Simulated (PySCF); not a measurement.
Atomic charges by several schemes

Compound: C₅H₁₂O₃Si.
Numbering: `[CH3:1][O:2][C:3](=[O:4])[CH2:5][SiH2:6][CH2:7][CH2:8][OH:9]` (hydrogens: H10, H11, H12 on C1; H13, H14 on C5; H15, H16 on Si6; H17, H18 on C7; H19, H20 on C8; H21 on O9)

Structure used (GFN2-xTB), in Å, numbered top down from 1:
```
atom  x, y, z in Å
C1    -3.865    0.267    0.557
O2    -2.647    0.619   -0.082
C3    -2.010   -0.367   -0.742
O4    -2.436   -1.490   -0.818
C5    -0.711    0.106   -1.280
Si6    0.547   -0.067    0.148
C7     2.272    0.339   -0.546
C8     3.348    0.410    0.538
O9     3.547   -0.808    1.208
H10   -4.469   -0.363   -0.098
H11   -4.380    1.200    0.776
H12   -3.660   -0.278    1.481
H13   -0.793    1.144   -1.589
H14   -0.424   -0.512   -2.127
H15    0.488   -1.435    0.681
H16    0.196    0.881    1.216
H17    2.259    1.296   -1.069
H18    2.572   -0.416   -1.275
H19    4.318    0.646    0.092
H20    3.098    1.205    1.254
H21    2.740   -1.050    1.674
```

Density: PBE0/pcSseg-1 (PySCF); schemes: Mulliken, IAO, Hirshfeld and ESP-fitted. Geometry: GFN2-xTB, one conformer, isolated molecule.

**Question.** Which atoms carry the highest charge in the Mulliken, IAO, Hirshfeld and ESP-fitted schemes?

**Answer.** The schemes don't all agree: Mulliken Si6 (+0.623); IAO Si6 (+0.758); Hirshfeld Si6 (+0.345); ESP-fitted C3 (+0.896).

**Question.** At which atom do the 4 schemes differ most?

**Answer.** At C5: from -0.889 (ESP-fitted) to -0.164 e (Hirshfeld), 0.725 e apart.

**Question.** Do the Mulliken, IAO, Hirshfeld and ESP-fitted schemes agree on where the charge is lowest?

**Answer.** The schemes don't all agree: Mulliken C7 (-0.564); IAO C5 (-0.581); Hirshfeld O4 (-0.267); ESP-fitted C5 (-0.889).

**Question.** Tabulate the Mulliken, IAO, Hirshfeld and ESP-fitted charges.

**Answer.** In e:

```
atom                  environment  Mulliken     IAO  Hirshfeld  ESP-fitted
  C1               methoxy carbon    -0.030  -0.215     -0.037      -0.188
  O2   ester single-bonded oxygen    -0.468  -0.353     -0.104      -0.361
  C3        ester carbonyl carbon    +0.379  +0.520     +0.204      +0.896
  O4        ester carbonyl oxygen    -0.410  -0.476     -0.267      -0.567
  C5  sp3 carbon bound to silicon    -0.476  -0.581     -0.164      -0.889
 Si6                 SiH2 silicon    +0.623  +0.758     +0.345      +0.659
  C7  sp3 carbon bound to silicon    -0.564  -0.558     -0.166      -0.374
  C8       carbinol carbon (C–OH)    +0.059  -0.035     +0.002      +0.158
  O9               alcohol oxygen    -0.451  -0.545     -0.230      -0.597
 H10              methyl hydrogen    +0.125  +0.156     +0.045      +0.120
 H11              methyl hydrogen    +0.125  +0.161     +0.054      +0.136
 H12              methyl hydrogen    +0.115  +0.148     +0.048      +0.116
 H13           methylene hydrogen    +0.168  +0.173     +0.051      +0.233
 H14           methylene hydrogen    +0.172  +0.176     +0.056      +0.241
 H15                Si–H hydrogen    -0.053  -0.118     -0.073      -0.133
 H16                Si–H hydrogen    -0.053  -0.121     -0.080      -0.140
 H17           methylene hydrogen    +0.139  +0.150     +0.045      +0.097
 H18           methylene hydrogen    +0.151  +0.153     +0.042      +0.124
 H19           methylene hydrogen    +0.122  +0.150     +0.046      +0.086
 H20           methylene hydrogen    +0.101  +0.114     +0.030      +0.008
 H21            hydroxyl hydrogen    +0.228  +0.342     +0.153      +0.374
```

Mean size of the charges over all atoms: ESP-fitted 0.309 e, IAO 0.286 e, Mulliken 0.239 e, Hirshfeld 0.107 e. Each set sums to the total charge, 0, to within 0.001 e. The Mulliken scheme gives each basis function's population to the atom it is centred on and halves the overlap population of two atoms between them.

**Question.** How closely do the schemes follow one another over all atoms?

**Answer.** Correlation coefficient and root-mean-square difference: Mulliken with IAO 0.98, 0.083 e; IAO with Hirshfeld 0.97, 0.216 e; IAO with ESP-fitted 0.95, 0.131 e; Mulliken with Hirshfeld 0.94, 0.176 e; Hirshfeld with ESP-fitted 0.92, 0.279 e; Mulliken with ESP-fitted 0.92, 0.172 e.

**Question.** How many electrons does the ESP-fitted scheme count on C3?

**Answer.** Z − q = 6 − (+0.896) = 5.104.

These values come from a run that also computed NMR shieldings. The run took 37 s wall on Intel Xeon 6975P-C, one thread, no GPU, on a shared host, and the process peaked at 0.90 GiB of memory.
